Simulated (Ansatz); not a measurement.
Ansatz (a program for electronic structure) job for C₅H₇BO, SMILES C=CB(O)C#CC, PBE-D3(BJ)/def2-SVP. 

Ansatz 0.2 input:
```yaml
crystal:
  periodic: [false, false, false]
  atoms:
    - {symbol: C, position_ang: [-2.97393890, -0.83220845, 0.13141157]}
    - {symbol: C, position_ang: [-1.65409575, -0.93950480, -0.07782070]}
    - {symbol: B, position_ang: [-0.67512197, 0.25093593, 0.16743692]}
    - {symbol: O, position_ang: [-1.19529186, 1.42993881, 0.60766395]}
    - {symbol: C, position_ang: [0.83688420, 0.11511722, -0.07549017]}
    - {symbol: C, position_ang: [2.03605483, 0.00108114, -0.27070619]}
    - {symbol: C, position_ang: [3.46124762, -0.14308856, -0.50152654]}
    - {symbol: H, position_ang: [-3.40986476, 0.10835543, 0.48572319]}
    - {symbol: H, position_ang: [-3.66804978, -1.66271368, -0.03822511]}
    - {symbol: H, position_ang: [-1.25665679, -1.89762723, -0.43263030]}
    - {symbol: H, position_ang: [-0.51638575, 2.10103959, 0.72938590]}
    - {symbol: H, position_ang: [3.97822150, -0.42134949, 0.43060510]}
    - {symbol: H, position_ang: [3.90606488, 0.79740008, -0.86250615]}
    - {symbol: H, position_ang: [3.66770352, -0.92767396, -1.24605675]}
basis:
  gaussian:
    orbitals: def2-SVP
hamiltonian:
  xc: pbe
  dispersion: d3bj
relax: {f_tol: 0.002, max_steps: 200}
```

Output:

```
WARN ansatz: RAYON_NUM_THREADS=1 ignored (pool sized by the plan → 1); use --threads N
Functional definition: PBE
integrals: 0.07 GiB planned
1493 factors; their error is unknown
mean field: 0.41 GiB planned
mean field evaluation 1: about -7990.8732 eV, gradient 7.8e1 eV
mean field evaluation 2: about -7975.2672 eV, gradient 1.1e2 eV
mean field evaluation 4: about -8005.6518 eV, gradient 9.8e0 eV
mean field evaluation 8: about -8005.8816 eV, gradient 2.9e-1 eV
mean field evaluation 16: about -8005.8286 eV, gradient 4.5e-4 eV
mean field -8005.82860911 eV, -294.2087748394 hartree, gradient 4.6e-5 eV, S^2 0.000000; 0 other end points of the search recorded, 0 dependent functions left out
the calculation of the forces begins
reference -8005.82865056 eV, -294.2087763625 hartree; 25, 25 occupied and 108, 108 virtual orbitals, 1493 factors
relax step   1: F+E_penalty+E_count = -8006.10147920 eV  Δ(F+E_penalty+E_count) = +0.000e0 eV  max|allowed force component| = 1.178e0 eV/Å  Δτ_max = 0.0000 Å  (30 SCF iters, accepted)
these checks for a lower state are left out or cut short: starts, cluster_reference, orbital_swaps, neighbouring_geometries, increment
integrals: 0.07 GiB planned
1493 factors; their error is unknown
mean field: 0.40 GiB planned
mean field -8005.85533269 eV, -294.2097569129 hartree, gradient 2.2e-5 eV, S^2 0.000000; 0 other end points of the search recorded, 0 dependent functions left out
the calculation of the forces begins
reference -8005.85537439 eV, -294.2097584453 hartree; 25, 25 occupied and 108, 108 virtual orbitals, 1493 factors
relax step   2: F+E_penalty+E_count = -8006.12688627 eV  Δ(F+E_penalty+E_count) = -2.541e-2 eV  max|allowed force component| = 2.449e-1 eV/Å  Δτ_max = 0.0233 Å  (34 SCF iters, accepted)
these checks for a lower state are left out or cut short: starts, cluster_reference, orbital_swaps, neighbouring_geometries, increment
integrals: 0.07 GiB planned
1493 factors; their error is unknown
mean field: 0.41 GiB planned
mean field evaluation 32: about -8005.8576 eV, gradient 2.3e-5 eV
mean field -8005.85759415 eV, -294.2098400198 hartree, gradient 2.3e-5 eV, S^2 0.000000; 0 other end points of the search recorded, 0 dependent functions left out
the calculation of the forces begins
reference -8005.85763593 eV, -294.2098415554 hartree; 25, 25 occupied and 108, 108 virtual orbitals, 1493 factors
relax step   3: F+E_penalty+E_count = -8006.12882554 eV  Δ(F+E_penalty+E_count) = -1.939e-3 eV  max|allowed force component| = 5.284e-2 eV/Å  Δτ_max = 0.0075 Å  (35 SCF iters, accepted)
these checks for a lower state are left out or cut short: starts, cluster_reference, orbital_swaps, neighbouring_geometries, increment
integrals: 0.07 GiB planned
1493 factors; their error is unknown
mean field: 0.40 GiB planned
mean field -8005.85765178 eV, -294.2098421377 hartree, gradient 1.6e-5 eV, S^2 0.000000; 0 other end points of the search recorded, 0 dependent functions left out
the calculation of the forces begins
reference -8005.85769357 eV, -294.2098436734 hartree; 25, 25 occupied and 108, 108 virtual orbitals, 1493 factors
relax step   4: F+E_penalty+E_count = -8006.12888066 eV  Δ(F+E_penalty+E_count) = -5.512e-5 eV  max|allowed force component| = 3.360e-2 eV/Å  Δτ_max = 0.0039 Å  (26 SCF iters, accepted)
these checks for a lower state are left out or cut short: starts, cluster_reference, orbital_swaps, neighbouring_geometries, increment
integrals: 0.07 GiB planned
1493 factors; their error is unknown
mean field: 0.41 GiB planned
mean field -8005.85775178 eV, -294.2098458126 hartree, gradient 1.2e-5 eV, S^2 0.000000; 0 other end points of the search recorded, 0 dependent functions left out
the calculation of the forces begins
reference -8005.85779357 eV, -294.2098473484 hartree; 25, 25 occupied and 108, 108 virtual orbitals, 1493 factors
relax step   5: F+E_penalty+E_count = -8006.12899887 eV  Δ(F+E_penalty+E_count) = -1.182e-4 eV  max|allowed force component| = 1.507e-2 eV/Å  Δτ_max = 0.0031 Å  (26 SCF iters, accepted)
these checks for a lower state are left out or cut short: starts, cluster_reference, orbital_swaps, neighbouring_geometries, increment
integrals: 0.07 GiB planned
1493 factors; their error is unknown
mean field: 0.41 GiB planned
mean field -8005.85774138 eV, -294.2098454306 hartree, gradient 8.1e-5 eV, S^2 0.000000; 0 other end points of the search recorded, 0 dependent functions left out
the calculation of the forces begins
reference -8005.85778317 eV, -294.2098469663 hartree; 25, 25 occupied and 108, 108 virtual orbitals, 1493 factors
relax step   6: F+E_penalty+E_count = -8006.12901702 eV  Δ(F+E_penalty+E_count) = -1.815e-5 eV  max|allowed force component| = 6.568e-3 eV/Å  Δτ_max = 0.0021 Å  (22 SCF iters, accepted)
these checks for a lower state are left out or cut short: starts, cluster_reference, orbital_swaps, neighbouring_geometries, increment
integrals: 0.07 GiB planned
1493 factors; their error is unknown
mean field: 0.41 GiB planned
mean field -8005.85773491 eV, -294.2098451926 hartree, gradient 6.5e-5 eV, S^2 0.000000; 0 other end points of the search recorded, 0 dependent functions left out
the calculation of the forces begins
reference -8005.85777670 eV, -294.2098467283 hartree; 25, 25 occupied and 108, 108 virtual orbitals, 1493 factors
relax step   7: F+E_penalty+E_count = -8006.12902121 eV  Δ(F+E_penalty+E_count) = -4.197e-6 eV  max|allowed force component| = 1.921e-3 eV/Å  Δτ_max = 0.0015 Å  (21 SCF iters, accepted)
integrals: 0.07 GiB planned
1493 factors; their error is unknown
mean field: 0.41 GiB planned
mean field evaluation 64: about -8005.9113 eV, gradient 9.8e-2 eV
mean field -8005.85773491 eV, -294.2098451926 hartree, gradient 6.5e-5 eV, S^2 0.000000; 1 other end points of the search recorded, 0 dependent functions left out
the calculation of the forces begins
reference -8005.85777670 eV, -294.2098467283 hartree; 25, 25 occupied and 108, 108 virtual orbitals, 1493 factors
Total energy: -8006.12906300 eV, -294.2198163161 hartree
Atom 0 at    -2.994322    -0.839230     0.131580 Å, force    -0.000557     0.000535    -0.000218 eV/Å
Atom 1 at    -1.662309    -0.936968    -0.075858 Å, force     0.000864    -0.000749    -0.000397 eV/Å
Atom 2 at    -0.676772     0.254809     0.169083 Å, force    -0.001576     0.000148     0.000789 eV/Å
Atom 3 at    -1.204367     1.444918     0.614384 Å, force    -0.000803     0.000109     0.000006 eV/Å
Atom 4 at     0.834625     0.118401    -0.074341 Å, force     0.001921    -0.000349    -0.000542 eV/Å
Atom 5 at     2.046195     0.002044    -0.272147 Å, force    -0.001724     0.000222     0.000245 eV/Å
Atom 6 at     3.474025    -0.143814    -0.503980 Å, force     0.001202    -0.000083    -0.000100 eV/Å
Atom 7 at    -3.442345     0.104338     0.488362 Å, force    -0.000137     0.000255     0.000203 eV/Å
Atom 8 at    -3.687633    -1.680433    -0.041724 Å, force    -0.000503    -0.000392     0.000164 eV/Å
Atom 9 at    -1.258185    -1.901038    -0.433288 Å, force     0.000255     0.000114    -0.000039 eV/Å
Atom 10 at    -0.506969     2.114450     0.733163 Å, force     0.000658     0.000160    -0.000032 eV/Å
Atom 11 at     3.999744    -0.423647     0.433523 Å, force     0.000177    -0.000027     0.000234 eV/Å
Atom 12 at     3.928330     0.801276    -0.868767 Å, force     0.000116     0.000279    -0.000119 eV/Å
Atom 13 at     3.686754    -0.935402    -1.252724 Å, force     0.000107    -0.000221    -0.000195 eV/Å
Dipole moment:     0.467148     0.096044    -0.025816 e Å
```

The calculation finished and met its thresholds.
